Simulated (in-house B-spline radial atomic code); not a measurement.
Configurations of Cu⁺, with energies counted from [Ar] 3d10. All numbers are computed (non-relativistic TPSSh, spin-polarised, spherical fractional occupations, exact exchange averaged over the configuration; point nucleus) with an all-electron radial atomic-structure program (B-spline basis), not measured. Shells without spins written out take the highest spin.

Occupations are held fixed; configurations that lie above the ionisation limit could autoionise.

| configuration | E - E(ref) (eV) | highest orbital | its <r> (bohr) |
| --- | --- | --- | --- |
| [Ar] 3d9 4p1 | 9.0469 | 4p up | 3.149 |
| [Ar] 3d9 4f1 | 17.208 | 4f up | 8.711 |
| [Ne] 3s2 3p5 3d10 4s1 | 71.375 | 4s up | 2.476 |
| [Ne] 3s2 3p5 3d10 4f1 | 85.43 | 4f up | 8.712 |

**Question.** Order these further configurations by energy, lowest first.
A. [Ne] 3s2 3p5 3d10 4p1
B. [Ar] 3d9 4d1
C. [Ne] 3s2 3p5 3d10 4d1
D. [Ar] 3d9 4s1

**Answer.** D (3.2025 eV), B (14.746 eV), A (77.247 eV), C (82.954 eV).
